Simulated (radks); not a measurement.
Values are calculated unless marked as measured or tabulated.
Task: The lead ion Pb49+, [Ar] 3d10 4s2 4p3. Code: a radial shooting solver on a logarithmic mesh with Libxc functionals. Model: non-relativistic Kohn-Sham, exchange-only PBE, spin-polarised, spherical densities, point nucleus. Every spin shell is full or empty, so the densities are truly spherical. Functionals are evaluated on that one density, not self-consistently. Rank these exchange functionals by their error against the exact value of the orbitals, and give that value: LDA, PBE, AM05, SOGGA, B86b, TPSS, revTPSS, SCAN, Tao-Mo.

Result: Exact: -261.022 hartree. From best to worst, with 100 (|E| - |E exact|)/|E exact| (equal figures are ties): B86b -0.03, SCAN +0.09, TPSS -0.37, PBE -0.45, Tao-Mo -0.88, revTPSS -0.99, SOGGA -2.31, AM05 -4.53, LDA -4.94.
